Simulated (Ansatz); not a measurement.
Mulliken charges of `F[CH]1O[CH2][Al]1[F]` from B3LYP/def2-TZVPP in Ansatz (PBE0-D4/def2-TZVP geometry).

| atom | x (Å) | y (Å) | z (Å) | charge (e) |
| --- | --- | --- | --- | --- |
| F1 | 0.806 | -0.983 | 1.710 | -0.249 |
| C2 | 1.032 | -0.092 | 0.659 | 0.100 |
| O3 | 0.692 | -0.686 | -0.559 | -0.248 |
| C4 | -0.695 | -0.432 | -0.911 | -0.190 |
| Al5 | -0.539 | 1.073 | 0.335 | 0.571 |
| F6 | -1.224 | 2.519 | 0.713 | -0.308 |
| H7 | 2.102 | 0.116 | 0.658 | 0.109 |
| H8 | -0.758 | -0.283 | -1.990 | 0.107 |
| H9 | -1.328 | -1.278 | -0.632 | 0.108 |

By hand: the dipole of these point charges (1 e Å = 4.8032 D).

Σ q r = (-0.063, 0.169, -0.286) e Å, of length 0.338 e Å = 1.62 D.

How does the dipole of the full density compare? (Estimate.)

Computed: (-0.127, 0.175, -0.230) e Å, 1.52 D; the point charges give 1.07 times that, at 14° from its direction.

Point charges leave out the atoms' own dipoles, such as those of lone pairs, and Mulliken's split depends on the basis, so the close match here is no proof of good charges.

B3LYP here is the variant with VWN-RPA as its local correlation; programs differ in this.
